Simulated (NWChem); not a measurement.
System meant: GeH$_{2}$Cl$_{2}$; SMILES [Cl][GeH2][Cl]

Input file for NWChem:

```
start job
memory heap 200 mb stack 900 mb global 1100 mb
geometry units angstroms noautoz
  Ge     0.000000     0.000000    -0.617938
  Cl    -1.761550     0.000000     0.646730
  Cl     1.761550     0.000000     0.646730
  H      0.000000     1.306876    -1.440594
  H      0.000000    -1.306876    -1.440594
end
basis spherical
  * library def2-svp
end
dft
  odft
  mult 2
  xc xpbe96 cpbe96
  iterations 150
  mulliken
end
task dft energy
```

End of the output:

```
 Summary of "ao basis" -> "" (spherical)
 ------------------------------------------------------------------------------
       Tag                 Description            Shells   Functions and Types
 ---------------- ------------------------------  ------  ---------------------
 *                          def2-svp                  on all atoms

  pbe96 is a nonlocal functional; adding pw91lda local functional.

                                 NWChem DFT Module
                                 -----------------

 Summary of "ao basis" -> "ao basis" (spherical)
 ------------------------------------------------------------------------------
       Tag                 Description            Shells   Functions and Types
 ---------------- ------------------------------  ------  ---------------------
 Ge                         def2-svp                12       32   5s4p3d
 Cl                         def2-svp                 8       18   4s3p1d
 H                          def2-svp                 3        5   2s1p

 Summary of "ao basis" -> "ao basis" (spherical)
 ------------------------------------------------------------------------------
       Tag                 Description            Shells   Functions and Types
 ---------------- ------------------------------  ------  ---------------------
 Ge                         def2-svp                12       32   5s4p3d
 Cl                         def2-svp                 8       18   4s3p1d
 H                          def2-svp                 3        5   2s1p

      Symmetry analysis of basis
      --------------------------

        a1         32
        a2          9
        b1         21
        b2         16

  number of electrons :                   68
  multiplicity        :                    2
 ------------------------------------------------------------------------
  no. of electrons and multiplicity not compatible                  68
 ------------------------------------------------------------------------
 ------------------------------------------------------------------------
  current input line :
    20: task dft energy
 ------------------------------------------------------------------------
 ------------------------------------------------------------------------
 There is an error in the input file
 ------------------------------------------------------------------------
 For more information see the NWChem manual at https://nwchemgit.github.io

0: no. of electrons and multiplicity not compatible:Received an Error in Communication
```

Can this run be used? If not, why, and what is the fix?

The input was rejected before any calculation. Cause: the multiplicity doesn't fit the number of electrons (an even count wants an odd multiplicity, and the reverse). This input runs:
```
start job
memory heap 200 mb stack 900 mb global 1100 mb
geometry units angstroms noautoz
  Ge     0.000000     0.000000    -0.617938
  Cl    -1.761550     0.000000     0.646730
  Cl     1.761550     0.000000     0.646730
  H      0.000000     1.306876    -1.440594
  H      0.000000    -1.306876    -1.440594
end
basis spherical
  Ge library def2-svp
  Cl library def2-svp
  H library def2-svp
end
dft
  xc xpbe96 cpbe96
  iterations 150
  mulliken
end
task dft energy
```
It converges to -2997.43113 Ha (PBE/def2-SVP).
